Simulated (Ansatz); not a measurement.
Consider the ligand exchange at the Sn–Se bond: `[SeH][SnH2][SeH]` + CH₃OH → `C[O][SnH2][SeH]` + H₂Se.

Program: Ansatz. Geometries: PBE0-D4/def2-TZVP. ΔE: electronic, gas phase. CBS: MP2 limit from def2 TZ/QZ plus the TZ coupled-cluster correction, frozen cores. This one scheme is used for every species. Functionals use def2-TZVPP. def2 core potentials past Kr. For Se, Sn outer-core shells are correlated without core-valence functions, which leaves a few kJ/mol of doubt a bond. Scalar relativity is left out up to krypton. One conformer a species, not always the lowest.

`[SeH][SnH2][SeH]`:

```xyz
7

Se   -2.018   -0.063    1.054
Sn    0.126   -0.710   -0.124
Se    0.767    0.910   -1.959
H    -1.314    0.926    1.881
H     1.382   -0.769    1.026
H    -0.179   -2.195   -0.896
H     1.236    1.901   -0.982
```

CH₃OH:

```xyz
6

C    -0.085    0.217    0.269
O     0.003   -0.218   -1.068
H    -0.584    1.186    0.258
H     0.901    0.348    0.732
H    -0.677   -0.464    0.892
H     0.442   -1.070   -1.083
```

`C[O][SnH2][SeH]`:

```xyz
10

C     0.928    1.180   -0.685
O    -0.331    1.242   -0.065
Sn   -1.033   -0.336    0.869
Se   -1.044   -2.290   -0.733
H     1.742    1.007    0.033
H     0.976    0.395   -1.452
H     1.114    2.140   -1.175
H    -2.620    0.111    1.267
H     0.014   -0.690    2.170
H     0.254   -2.759   -0.230
```

H₂Se:

Cartesian coordinates in Å:
```
Se -0.356 0.128 -0.571
H -0.621 -0.631 0.656
H 0.977 0.503 -0.086
```

| species | PBE energy (Eh) |
| --- | --- |
| `[SeH][SnH2][SeH]` | -5019.12737 |
| CH₃OH | -115.63194 |
| `C[O][SnH2][SeH]` | -2732.35219 |
| H₂Se | -2402.38393 |

**Question.** Work out ΔE.

**Answer.** ΔE = (-2732.35219) + (-2402.38393) − (-5019.12737) − (-115.63194) = 0.02319 Eh = +14.6 kcal/mol. CCSD(T)/CBS gives +13.9 kcal/mol.

Largest T1 diagnostic among the species: 0.012.

From PBE to PBE0 (25 % exact exchange), in def2-TZVPP and without D4, ΔE moves by +1.4 kcal/mol. Leaving LDA and LC-ωPBE aside and taking each functional with its dispersion term where it has one, the values, not all of them listed here, spread over 4.8 kcal/mol, from B97M-V to HSE06-D4.
